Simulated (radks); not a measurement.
Results of a calculation; reference values are marked as such.
Species: Mn+. Configuration: [Ar] 3d5 4s1 (the NIST ground configuration). Level of theory: scalar-relativistic Kohn-Sham, BLYP, spin-unpolarised, spherical densities, finite nucleus; Fermi nuclear charge, rms radius 3.7057 fm (a radial shooting solver on a logarithmic mesh with Libxc functionals).

Radial electron density D(r) = 4 pi r^2 rho(r):

```
   r/bohr * D(r) (the largest magnitude, 33.2, reaches the edge; | marks zero)
 0.002623 |*
 0.003443 | *
 0.004483 |   *
 0.005884 |     *
 0.007662 |        *
  0.01006 |             *
   0.0131 |                    *
  0.01719 |                            *
  0.02238 |                                    *
  0.02938 |                                            *
  0.03825 |                                                *
  0.05021 |                                                *
  0.06538 |                                           *
  0.08514 |                                      *
   0.1117 |                                       *
   0.1455 |                                                *
    0.191 |                                                      *
   0.2487 |                                                *
   0.3264 |                               *
   0.4251 |                   *
   0.5579 |                    *
   0.7265 |                        *
   0.9536 |                   *
    1.242 |          *
     1.63 |    *
    2.122 | *
    2.763 |*
    3.627 *
    4.723 *
      6.2 *
    8.073 *
```

D(r) has 3 maxima, at r = 0.0421, 0.194, 0.732 bohr, and minima at 0.0937, 0.468 bohr, inside which lie 2.13, 10.60 electrons.
